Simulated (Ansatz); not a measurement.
HCl ··· HBr

The pair of HCl (SMILES Cl, atoms 1–2) and HBr (SMILES Br, atoms 3–4), both closed shells, in one local arrangement (a lower one may exist), relaxed at PBE0-D4/def2-TZVP:

Cl1  (0.023, 0.569, -1.546)
H2  (0.294, -0.672, -1.704)
Br3  (-0.172, -0.175, 2.301)
H4  (-0.145, 0.279, 0.949)
(Å)

Computed with Ansatz 0.2.0 (basis: def2-TZVPPD, with def2-QZVPPD for the basis limit); correlated methods freeze the cores. Filled d shells of the heavier atoms are correlated. The def2 sets are not built for correlating such inner shells, so the correlated values are less sure here. B3LYP uses VWN-RPA correlation. Extrapolation: Hartree–Fock as exp(−7.88 √X), correlation as X^−2.97. Interaction energies count from these two fragments, frozen as in the pair, with the counterpoise correction; negative means bound.

Problem. What is the interaction energy by CCSD(T) at an estimated basis limit (MP2 extrapolated from triple and quadruple zeta, plus CCSD(T) − MP2 in triple zeta)? (Judge from chemistry; the value comes from the calculation.)

Solution. The calculation gives: -1.71 kcal/mol. Hartree–Fock alone gives 0.26 kcal/mol at the basis limit, so without correlation the pair would not bind at this distance. It counts from the two fragments frozen as in the pair.

The same quantity by other methods in triple zeta, and each one's difference from that estimate:
| method | E_int (kcal/mol) | difference |
| --- | --- | --- |
| PBE-D4 | -2.29 | -0.58 |
| revPBE-D4 | -1.82 | -0.10 |
| BLYP-D4 | -1.83 | -0.12 |
| r2SCAN-D4 | -1.84 | -0.13 |
| B97M-V | -1.82 | -0.10 |
| PBE0-D4 | -2.02 | -0.31 |
| B3LYP-D4 | -1.84 | -0.12 |
| HSE06-D4 | -2.04 | -0.33 |
| wB97X-V | -1.59 | 0.13 |
| wB97M-V | -1.56 | 0.15 |
| B2PLYP | -1.14 | 0.58 |
| HF | 0.28 | 1.99 |
| MP2 | -1.61 | 0.10 |
| CCSD | -0.95 | 0.76 |
| CCSD(T) | -1.21 | 0.50 |
Differences are method less estimate.

Problem. Which atoms make the shortest contact between the fragments?

Solution. Cl1 and H4, 2.52 Å apart.

Basis-set superposition shift (counterpoise-corrected less uncorrected): CCSD(T) 0.54; MP2 0.52; HF 0.10; PBE0-D4 0.10; wB97M-V 0.09 kcal/mol.

No T1 diagnostic of these runs exceeds 0.007.

For scale, one of the runs: CCSD(T)/def2-TZVPPD, 142 basis functions, launched by `ansatz run in.yaml --threads 2 --pin off --events-out ev --progress --plain --max-ram 5222MiB`. The run took 11 s on 2 CPU threads of an Intel Xeon Platinum 8559C (shared host), with 0.81 GiB of host memory at its peak.
